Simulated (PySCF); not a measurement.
C₃H₅O, doublet, geometry from GFN2-xTB; DF-M062X/6-31G* run with PySCF.

Input for PySCF:
```python
from pyscf import gto, scf, dft

mol = gto.M(
    atom='''
C     1.23934433    0.17190487    0.63842054
C     0.06380250   -0.08707201   -0.11758676
C    -1.21885315    0.50306017    0.42635831
O     0.08621174   -0.75116388   -1.15254531
H     1.20948174    0.75363218    1.54197258
H     2.18364825   -0.22055962    0.30383454
H    -1.40875201    0.11743875    1.42591643
H    -2.04962241    0.24579541   -0.22437056
H    -1.13021151    1.58564619    0.48985697
''',
    basis='6-31g*',
    spin=1,
    verbose=4,
)

mf = dft.UKS(mol)
mf.xc = 'm062x'
mf = mf.density_fit(auxbasis='def2-universal-jkfit')
mf.kernel()
mf.analyze()
```

Question: Predict the main parts of the log of this PySCF run.

Answer: 
```
PySCF version 2.14.0

[INPUT] verbose = 4
[INPUT] num. atoms = 9
[INPUT] num. electrons = 31
[INPUT] charge = 0
[INPUT] spin (= nelec alpha-beta = 2S) = 1
[INPUT] symmetry False subgroup None
[INPUT] Mole.unit = angstrom
[INPUT] Symbol           X                Y                Z      unit          X                Y                Z       unit  Magmom
[...]
nuclear repulsion = 112.599329029396
number of shells = 34
number of NR pGTOs = 128
number of NR cGTOs = 66
basis = 6-31g*
ecp = {}

******** <class 'pyscf.df.df_jk.DFUKS'> ********
method = DFUKS
initial guess = minao
damping factor = 0
level_shift factor = 0
DIIS = <class 'pyscf.scf.diis.CDIIS'>
diis_start_cycle = 1
diis_space = 8
diis_damp = 0
SCF conv_tol = 1e-09
SCF conv_tol_grad = None
SCF max_cycles = 50
direct_scf = False
number electrons alpha = 16  beta = 15
XC library pyscf.dft.libxc version 7.1.2
    S. Lehtola, C. Steigemann, M. J. T. Oliveira, and M. A. L. Marques,  SoftwareX 7, 1–5 (2018)
XC functionals = m062x
    Y. Zhao and D. G. Truhlar,  Theor. Chem. Acc. 120, 215 (2008)
    Y. Zhao and D. G. Truhlar,  Theor. Chem. Acc. 120, 215 (2008)
radial grids:
    Treutler-Ahlrichs [JCP 102, 346 (1995); DOI:10.1063/1.469408] (M4) radial grids

becke partition: Becke, JCP 88, 2547 (1988); DOI:10.1063/1.454033
pruning grids: <function nwchem_prune>
grids dens level: 3
symmetrized grids: False
atomic radii adjust function: <function treutler_atomic_radii_adjust>
small_rho_cutoff = 0
Set gradient conv threshold to 3.16228e-05
tot grids = 105480
******** <class 'pyscf.df.df.DF'> ********
auxbasis = def2-universal-jkfit
init E= -192.857624203735

cycle= 1 E= -192.25609522975  delta_E= 0.602  |g|= 0.536  |ddm|= 1.92
cycle= 2 E= -192.042255466803  delta_E= 0.214  |g|= 0.935  |ddm|= 1.43
cycle= 3 E= -192.391502188207  delta_E= -0.349  |g|= 0.0474  |ddm|= 0.988
cycle= 4 E= -192.393240967307  delta_E= -0.00174  |g|= 0.0317  |ddm|= 0.0843
cycle= 5 E= -192.393941979483  delta_E= -0.000701  |g|= 0.0109  |ddm|= 0.0388
cycle= 6 E= -192.394108067895  delta_E= -0.000166  |g|= 0.00454  |ddm|= 0.0235
cycle= 7 E= -192.394147388699  delta_E= -3.93e-05  |g|= 0.0019  |ddm|= 0.0117
cycle= 8 E= -192.394156460994  delta_E= -9.07e-06  |g|= 0.000827  |ddm|= 0.00506
cycle= 9 E= -192.394159066852  delta_E= -2.61e-06  |g|= 0.000327  |ddm|= 0.00326
cycle= 10 E= -192.394159413707  delta_E= -3.47e-07  |g|= 0.000198  |ddm|= 0.00128
cycle= 11 E= -192.394159461228  delta_E= -4.75e-08  |g|= 9.02e-05  |ddm|= 0.000462
[...]
converged SCF energy = -192.394159469784  <S^2> = 0.76864986  2S+1 = 2.0185637
Total Energy =                        -192.394159469783830
[...]
spin_pop of  2 C 1s        0.00000
spin_pop of  2 C 2s       -0.00005
spin_pop of  2 C 3s       -0.00001
spin_pop of  2 C 2px       0.00052
spin_pop of  2 C 2py       0.00358
spin_pop of  2 C 2pz       0.00178
spin_pop of  2 C 3px      -0.00002
spin_pop of  2 C 3py      -0.00001
spin_pop of  2 C 3pz      -0.00002
spin_pop of  2 C 3dxy      0.00001
spin_pop of  2 C 3dyz     -0.00000
spin_pop of  2 C 3dz^2    -0.00001
spin_pop of  2 C 3dxz      0.00000
spin_pop of  2 C 3dx2-y2    0.00000
spin_pop of  3 O 1s       -0.00000
spin_pop of  3 O 2s        0.00277
spin_pop of  3 O 3s       -0.00028
spin_pop of  3 O 2px       0.00815
spin_pop of  3 O 2py       0.20063
spin_pop of  3 O 2pz       0.08426
spin_pop of  3 O 3px      -0.00032
spin_pop of  3 O 3py       0.00052
spin_pop of  3 O 3pz       0.00027
spin_pop of  3 O 3dxy     -0.00000
spin_pop of  3 O 3dyz      0.00010
spin_pop of  3 O 3dz^2     0.00010
spin_pop of  3 O 3dxz      0.00002
spin_pop of  3 O 3dx2-y2    0.00006
spin_pop of  4 H 1s       -0.03026
spin_pop of  4 H 2s        0.00032
spin_pop of  5 H 1s       -0.02981
spin_pop of  5 H 2s        0.00032
spin_pop of  6 H 1s       -0.00285
spin_pop of  6 H 2s        0.00012
spin_pop of  7 H 1s       -0.00075
spin_pop of  7 H 2s       -0.00009
spin_pop of  8 H 1s       -0.00285
spin_pop of  8 H 2s        0.00012
 ** Mulliken Spin Density (per atom)  **
spin density of  0 C =      0.87233
spin density of  1 C =     -0.10867
spin density of  2 C =      0.00579
spin density of  3 O =      0.29628
spin density of  4 H =     -0.02994
spin density of  5 H =     -0.02949
spin density of  6 H =     -0.00272
spin density of  7 H =     -0.00084
spin density of  8 H =     -0.00272
 ** Mulliken pop alpha/beta on meta-lowdin orthogonal AOs **
 ** Mulliken pop       alpha | beta **
In total            16.00000 | 15.00000
 ** Mulliken atomic charges   ( Nelec_alpha | Nelec_beta ) **
charge of  0C =     -0.17996  (     3.52614      2.65382 )
charge of  1C =      0.31714  (     2.78709      2.89577 )
charge of  2C =     -0.34736  (     3.17657      3.17079 )
charge of  3O =     -0.40278  (     4.34953      4.05325 )
charge of  4H =      0.12110  (     0.42448      0.45442 )
charge of  5H =      0.13336  (     0.41857      0.44806 )
charge of  6H =      0.11669  (     0.44029      0.44302 )
charge of  7H =      0.12510  (     0.43703      0.43787 )
charge of  8H =      0.11671  (     0.44028      0.44301 )
Dipole moment(X, Y, Z, Debye):  0.32586,  1.58423,  2.58197
```
